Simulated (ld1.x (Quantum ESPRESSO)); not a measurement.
**Before and after: TM potential for aluminium (Al)**

ld1.x (Quantum ESPRESSO) 7.5 input, shortened:

```
&input
   title='Al', zed=13., rel=1, dft='PBE', iswitch=3,
   config='[Ne] 3s2 3p1'
 /
 &inputp
   pseudotype=2, tm=.true., lloc=0,
   nlcc=.true., rcore=0.80
 /
2
3P  2  1   1.00   0.00  2.75  2.75  0.0
3S  1  0   2.00   0.00  1.70  1.70  0.0
 &test
   configts(1)='3s2 3p1'
 /
```

All-electron outer shells of the reference configuration (PBE, scalar-relativistic, ld1.x):

| shell | level (eV) | outermost node (bohr) | outermost maximum (bohr) |
| --- | --- | --- | --- |
| 2s | -108.17 | 0.16 | 0.50 |
| 2p | -69.64 | – | 0.43 |
| 3s | -7.75 | 0.80 | 2.09 |
| 3p | -2.71 | 0.82 | 2.64 |

Change: all radii but the core radius scaled by about 1.09 (s 1.86, p 3.00 bohr).

Cutoffs: the cutoffs (Ry, on a coarse ladder) from which the occupation-weighted sum of valence levels, in a spherical-Bessel basis at the reference potential, stays within 10 and 1 mRy of its value at 400 Ry; they do not see the model core or the augmentation charge, which bear on the density cutoff. Errors are all-electron minus pseudo energies relative to the spin-unpolarised reference configuration.

**Question.** What does the change do?

**Answer.** The potential gets neither clearly harder nor softer (10 Ry and 30 Ry → 10 Ry and 30 Ry); of the 7 tests that both files solve, the error grows in 1 and shrinks in 3 by more than 15 % and 0.3 meV (median size 1.0 → 0.5 meV); neither file shows a bound ghost.

```csv
quantity,base,changed
"cutoff, loose",10 Ry,10 Ry
"cutoff, tight",30 Ry,30 Ry
bound ghosts,none,none
"error for 3s2 3p0, meV [ΔE 5.76 eV]",+1.0,+0.5
"error for 3s1 3p0, meV [ΔE 24.99 eV]",+9.8,+6.9
"error for 3s2 3p0.5, meV [ΔE 2.09 eV]",+0.2,+0.2
"error for 3s2 3p1.3, meV [ΔE -0.57 eV]",+0.1,+0.1
"error for 3s1 3p1, meV [ΔE 11.57 eV]",+5.1,+6.3
"error for 3s0 3p3, meV [ΔE 10.45 eV]",-3.0,+2.7
"error for 3s1 3p2, meV [ΔE 5.14 eV]",-1.0,+0.3
```
